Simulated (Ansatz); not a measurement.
Program: Ansatz. Geometries: PBE0-D4/def2-TZVP. ΔE: electronic, gas phase. CCSD(T)/CBS adds triple-zeta CCSD(T) − MP2 to the extrapolated MP2 energy (def2 sets, frozen cores). This one scheme is used for every species, atoms too. Functionals use def2-TZVPP. B3LYP here is the variant with VWN-RPA as its local correlation; programs differ in this. HSE06 is defined as in plane-wave codes. No spin–orbit coupling; open shells (•) take unrestricted orbitals. Spin–orbit coupling would lower the free atoms: a little for O, Si; clearly for Ge. For Ge outer-core shells are correlated without core-valence functions, so the limit isn't a true one: a few kJ/mol of doubt a bond, and 10 to 20 or more in all where bonds break to atoms. Scalar relativity is left out up to krypton. One conformer a species, not always the lowest.

Reaction (atomization): `[NH2][Ge][O][SiH3]` → Ge• + 5 H• + N• + O• + Si•

`[NH2][Ge][O][SiH3]`:

Cartesian coordinates in Å:
```
N -2.073 0.141 1.256
Ge -1.409 -0.728 -0.187
O 0.219 0.039 -0.063
Si 1.618 -0.049 -0.903
H -3.014 0.023 1.595
H -1.528 0.794 1.799
H 1.973 1.294 -1.434
H 2.714 -0.516 -0.013
H 1.501 -0.996 -2.049
```

```csv
level,ΔE (kcal/mol),difference from CCSD(T)/CBS
LDA (SPW92),819.7,95.7
PBE-D4,725.0,1.0
revPBE-D4,707.1,-16.9
BLYP-D4,723.4,-0.6
r2SCAN-D4,717.4,-6.6
B97M-V,721.3,-2.7
PBE0-D4,708.7,-15.3
B3LYP-D4,721.2,-2.8
r2SCANh-D4,711.1,-12.9
r2SCAN0-D4,702.1,-21.9
HSE06-D4,709.0,-15.0
CAM-B3LYP-D4,724.8,0.8
ωB97X-V,725.1,1.1
ωB97M-V,721.4,-2.6
B2PLYP,712.8,-11.2
PBE-QIDH,705.3,-18.7
revPBE,694.3,-29.7
BLYP,713.6,-10.4
r2SCAN,716.4,-7.6
PBE0,704.9,-19.1
B3LYP,713.9,-10.1
r2SCANh,709.9,-14.1
r2SCAN0,700.8,-23.2
HSE06,705.4,-18.6
CAM-B3LYP,720.9,-3.1
LC-ωPBE,708.8,-15.2
HF/def2-SVP,488.6,-235.4
MP2/def2-SVP,665.9,-58.1
CCSD/def2-SVP,651.6,-72.4
CCSD(T)/def2-SVP,659.4,-64.6
HF/def2-TZVPP,498.5,-225.5
MP2/def2-TZVPP,708.7,-15.3
CCSD/def2-TZVPP,688.6,-35.4
CCSD(T)/def2-TZVPP,700.0,-24.0
HF/def2-QZVPP,500.4,-223.6
MP2/def2-QZVPP,723.0,-1.0
SCS-MP2/def2-QZVPP,728.0,4.0
HF/CBS(def2),500.7,-223.3
MP2/CBS(def2),732.6,8.6
CCSD/CBS(def2),712.5,-11.5
CCSD(T)/CBS,724.0,0
```

Largest T1 diagnostic among the species: 0.014.

From PBE to PBE0 (25 % exact exchange), in def2-TZVPP and without D4, ΔE moves by −15.6 kcal/mol: exact exchange takes away binding that semilocal exchange gives to molecules. At CCSD(T), def2-SVP lies −64.6 kcal/mol from the extrapolated value and def2-TZVPP −24.0 kcal/mol: correlation converges slowly with the basis, and small sets miss more of it in the bonded molecule than in its fragments. The D4 term adds +7.3 kcal/mol with B3LYP and +3.8 kcal/mol with PBE0; it sums over pairs of atoms, weighted by their polarisabilities, and B3LYP, whose exchange is more repulsive, gets the larger term.

For atomizations the MP2-based limit and the directly extrapolated one differ by several kJ/mol either way, and by 10 to 25 for some Ge, Se and Sn compounds, so smaller differences from it don't rank the levels.
